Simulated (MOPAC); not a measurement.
Input file for MOPAC: PM6 on BrHSe2 (SMILES [SeH][Se]Br), a point of a torsion scan.

```
PM6 1SCF PRECISE CHARGE=0 THREADS=1
BrHSe2

Se    -1.34625809 1     0.55724135 1     0.48620633 1
Se     0.77496707 1     0.91436227 1    -0.31162189 1
Br     0.68246870 1     3.06075054 1    -1.18364824 1
H     -1.63101530 1    -0.58904141 1    -0.36842441 1
```

Output:

```
*******************************************************************************
 **                                                                           **
 **                              MOPAC v23.2.5                                **
 **                                                                           **
 *******************************************************************************
 ** MOPAC's Digital Object Identifier: https://doi.org/10.5281/zenodo.6511958 **
 **                                                                           **
 ** Please cite the open-source release paper for use of this MOPAC version:  **
 ** J. E. Moussa and J. J. P. Stewart (2026)                                  **
 ** MOPAC: An open-source semiempirical molecular orbital program             **
 ** J. Open Source Softw., 11(119), 8025, https://doi.org/10.21105/joss.08025 **
 *******************************************************************************

                              PM6 CALCULATION RESULTS

 *******************************************************************************
 *  PM6        - The PM6 Hamiltonian to be used
 *
 *
 *
 *                 CHARGE ON SYSTEM = 0
 *
 *
 *
 *  PRECISE    - TIGHTER CRITERIA TO BE USED
 *  1SCF       - DO 1 SCF AND THEN STOP
 *  THREADS=1  - MULTI-THREADING NOT USED
 *  T=         - A TIME OF 172800.0 SECONDS REQUESTED
 *  DUMP=N     - RESTART FILE WRITTEN EVERY 7200.0 SECONDS REQUESTED
 *******************************************************************************
PM6 1SCF PRECISE CHARGE=0 THREADS=1
 BrHSe2

   ATOM   CHEMICAL          X               Y               Z
  NUMBER   SYMBOL      (ANGSTROMS)     (ANGSTROMS)     (ANGSTROMS)

     1      Se         -1.34625809  *   0.55724135  *   0.48620633  *
     2      Se          0.77496707  *   0.91436227  *  -0.31162189  *
     3      Br          0.68246870  *   3.06075054  *  -1.18364824  *
     4       H         -1.63101530  *  -0.58904141  *  -0.36842441  *



          CARTESIAN COORDINATES

    NO.       ATOM           X           Y           Z

     1        Se         -1.3463      0.5572      0.4862
     2        Se          0.7750      0.9144     -0.3116
     3        Br          0.6825      3.0608     -1.1836
     4         H         -1.6310     -0.5890     -0.3684

 General Reference for PM6:
 "Optimization of Parameters for Semiempirical Methods V: Modification of NDDO Approximations
 and Application to 70 Elements", J. J. P. Stewart, J. Mol. Mod., 13, 1173-1213 (2007)
 URL: https://link.springer.com/article/10.1007/s00894-007-0233-4

           Empirical Formula: H Se2 Br  =     4 atoms



      MOLECULAR POINT GROUP   :   C1


      RHF CALCULATION, NO. OF DOUBLY OCCUPIED LEVELS = 10


 -------------------------------------------------------------------------------
 PM6 1SCF PRECISE CHARGE=0 THREADS=1
 BrHSe2



     1SCF WAS SPECIFIED, SO BFGS WAS NOT USED
     SCF FIELD WAS ACHIEVED


                              PM6 CALCULATION
                                                       MOPAC v23.2.5 Linux




          FINAL HEAT OF FORMATION =          5.57571 KCAL/MOL =      23.32878 KJ/MOL


          COSMO AREA              =        121.62 SQUARE ANGSTROMS
          COSMO VOLUME            =        111.55 CUBIC ANGSTROMS

          IONIZATION POTENTIAL    =          8.700635 EV
          HOMO LUMO ENERGIES (EV) =         -8.701 -2.655
          NO. OF FILLED LEVELS    =         10
          MOLECULAR WEIGHT        =        238.8319         POINT GROUP:  C1

          MOLECULAR DIMENSIONS (Angstroms)

            Atom       Atom       Distance
            H     4   Br     3     4.39747
           Se     2   Se     1     1.68203
            H     4   Se     2     0.88192


          SCF CALCULATIONS        =          1





   ATOM   CHEMICAL          X               Y               Z
  NUMBER   SYMBOL      (ANGSTROMS)     (ANGSTROMS)     (ANGSTROMS)

     1      Se         -1.34625809  *   0.55724135  *   0.48620633  *
     2      Se          0.77496707  *   0.91436227  *  -0.31162189  *
     3      Br          0.68246870  *   3.06075054  *  -1.18364824  *
     4       H         -1.63101530  *  -0.58904141  *  -0.36842441  *

                             CARTESIAN COORDINATES

   1   Se       -1.346258090     0.557241350     0.486206330
   2   Se        0.774967070     0.914362270    -0.311621890
   3   Br        0.682468700     3.060750540    -1.183648240
   4    H       -1.631015300    -0.589041410    -0.368424410


           Empirical Formula: H Se2 Br  =     4 atoms



      MOLECULAR POINT GROUP   :   C1


                  EIGENVALUES
 -26.88388 -23.38742 -22.53244 -14.86253 -14.25891 -13.38744 -11.86891 -10.74811
  -9.73906  -8.70063  -2.65539  -1.62749   1.40561 113.65889 113.76617 113.80132
 114.14775 114.15001


              NET ATOMIC CHARGES AND DIPOLE CONTRIBUTIONS

  ATOM NO.   TYPE          CHARGE      No. of ELECS.   s-Pop       p-Pop       d-Pop
    1         Se          -0.002080        6.0021     1.99038     4.01170
    2         Se           0.107669        5.8923     1.99480     3.89753
    3         Br          -0.185523        7.1855     1.99109     5.19063     0.00380
    4          H           0.079934        0.9201     0.92007
 DIPOLE           X         Y         Z       TOTAL
 POINT-CHG.    -0.820    -2.486     0.747     2.723
 HYBRID        -0.135     0.091    -0.505     0.531
 SUM           -0.955    -2.395     0.242     2.590


          ATOMIC ORBITAL ELECTRON POPULATIONS

     Atom    s        px        py        pz      x^2-y^2     xz        z^2       yz        xy
    1 Se   1.99038   1.20960   1.40238   1.39972
    2 Se   1.99480   1.04929   1.08667   1.76157
    3 Br   1.99109   1.96503   1.33234   1.89325   0.00078   0.00021   0.00060   0.00122   0.00100
    4  H   0.92007

 **********************
 *                    *
 * JOB ENDED NORMALLY *
 *                    *
 **********************




 == MOPAC DONE ==
```

The run finished.

Cost: about 0.020 core-seconds (a rough figure).
